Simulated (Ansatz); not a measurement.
Stepwise reaction of `N[Si](N)(N)O` with hydrogen fluoride, as a gas-phase model of exchange steps in deposition or etching. ΔE in kJ/mol; ΔG adds harmonic PBE0-D4 terms to CCSD(T)/CBS, at 1 bar.

Calculated with Ansatz (gas phase, PBE0-D4/def2-TZVP geometries, no zero-point term in ΔE). CCSD(T)/CBS is the MP2 limit (def2-TZVPP, def2-QZVPP) plus CCSD(T) − MP2 in def2-TZVPP, frozen cores. This one scheme is used for every species. Functionals use def2-TZVPP. B3LYP here is the variant with VWN-RPA as its local correlation; programs differ in this. One conformer a species, not always the lowest.

```tsv
step	reaction	PBE-D4	B3LYP-D4	ωB97M-V	CCSD(T)/CBS	ΔG(600 K)
1	`N[Si](N)(N)O` + H–F → `N[Si](N)(O)F` + NH₃	-93.6	-100.3	-99.4	-95.5	-98.5
2	`N[Si](N)(O)F` + H–F → `N[Si](O)(F)F` + NH₃	-79.3	-84.3	-84.2	-82.7	-81.1
3	`N[Si](O)(F)F` + H–F → `O[Si](F)(F)F` + NH₃	-71.4	-76.6	-76.3	-75.9	-77.0
```

By hand: ΔE of the 3 steps together at CCSD(T)/CBS.

(-95.5) + (-82.7) + (-75.9) = -254.1 kJ/mol, or -84.7 kJ/mol a step.

In ΔE each step is higher than the one before. All are downhill at CCSD(T)/CBS. ΔG lies between -98.5 and -77.0 kJ/mol a step. PBE-D4 differs from CCSD(T)/CBS by 1.9 to 4.5 kJ/mol a step. Isolated molecules leave out the surface, adducts and barriers. Largest T1 diagnostic: 0.011.
